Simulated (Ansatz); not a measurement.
Calculation: frozen-core CCSD(T)/cc-pVTZ // B3LYP-D3(BJ)/def2-TZVP in Ansatz (a first-principles code). The restricted HF reference is unstable towards unrestricted orbitals.

Ansatz 0.2 input:
```yaml
crystal:
  periodic: [false, false, false]
  atoms:
    - { symbol: C, position_ang: [-1.278336, -0.443017, -0.046779] }
    - { symbol: Si, position_ang: [0.072418, 0.581934, -0.067001] }
    - { symbol: C, position_ang: [1.752592, -0.097885, 0.152365] }
    - { symbol: N, position_ang: [2.821034, -0.51108, 0.28932] }
    - { symbol: H, position_ang: [-1.186724, -1.511423, 0.094145] }
    - { symbol: H, position_ang: [-2.282901, -0.062523, -0.174802] }
    - { symbol: H, position_ang: [0.074115, 2.035517, -0.248633] }
basis:
  gaussian: { orbitals: cc-pVTZ }
correlation:
  method: ccsd_t
```

Output:

```
Functional definition: HF
965 factors; integrals over basis functions are off by at most 1.6e-3 eV
mean field evaluation 1: about -11447.7106 eV, gradient 3.9e1 eV
mean field evaluation 2: about -11447.9749 eV, gradient 3.9e1 eV
mean field evaluation 4: about -11452.0705 eV, gradient 5.0e0 eV
mean field evaluation 8: about -11452.1780 eV, gradient 5.8e-1 eV
mean field evaluation 16: about -11452.1802 eV, gradient 1.8e-6 eV
mean field -11452.18022763 eV, -420.8598607989 hartree, gradient 1.8e-6 eV, S^2 0.000000; 0 other end points of the search recorded, 0 dependent functions left out; unrestricted orbitals would lower it
8 core orbitals not correlated
reference -11452.18022763 eV, -420.8598607989 hartree; 10, 10 occupied and 148, 148 virtual orbitals, 965 factors
second order -16.81560753 eV of doubles, -0.00000000 eV of singles
cycle   1  -16.70393597 eV  change    1.1e-1 eV  update   1.1e-1
cycle   2  -17.27654526 eV  change   -5.7e-1 eV  update   3.7e-2
cycle   3  -17.40051617 eV  change   -1.2e-1 eV  update   1.8e-2
cycle   4  -17.39913218 eV  change    1.4e-3 eV  update   5.0e-3
cycle   5  -17.40212957 eV  change   -3.0e-3 eV  update   2.5e-3
cycle   6  -17.40275907 eV  change   -6.3e-4 eV  update   6.7e-4
cycle   7  -17.40270626 eV  change    5.3e-5 eV  update   3.4e-4
cycle   8  -17.40275258 eV  change   -4.6e-5 eV  update   1.3e-4
cycle   9  -17.40272119 eV  change    3.1e-5 eV  update   5.6e-5
cycle  10  -17.40268406 eV  change    3.7e-5 eV  update   1.3e-5
cycle  11  -17.40268254 eV  change    1.5e-6 eV  update   4.8e-6
perturbative correction -0.92957286 eV, -0.0341611726 hartree
Total energy: -11470.51248304 eV, -421.5335587589 hartree
```

Cost: around 50 core-seconds (rough).
